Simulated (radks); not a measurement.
The mean radii <r> (bohr) of the occupied orbitals of an atom or ion are listed with their occupations. Calculated with a radial shooting solver on a logarithmic mesh with Libxc functionals: scalar-relativistic Kohn-Sham, LDA (Slater exchange, Perdew-Wang correlation), spin-unpolarised, spherical densities, point nucleus.

orbital  occ.      <r>
1s          2  0.02365
2s          2   0.1011
2p          6  0.08883
3s          2   0.2667
3p          6   0.2647
3d         10   0.2419
4s          2   0.6047
4p          6   0.6388
4d         10   0.6956
5s          2    1.356
5p          4    1.506
4f          2   0.8634

Name the element and its charge.

Answer. Z = 60, neodymium, charge +6: Nd6+ in [Kr] 4d10 4f2 5s2 5p4. The 1s radius gives Z: for a bare nucleus <r> = (2 gamma + 1)/(2Z) with gamma = sqrt(1 - (Z/c)^2), 0.02332 bohr for Z = 60, and screening makes it slightly larger (0.02365 here). The occupations add up to 54, and the charge is Z minus that.
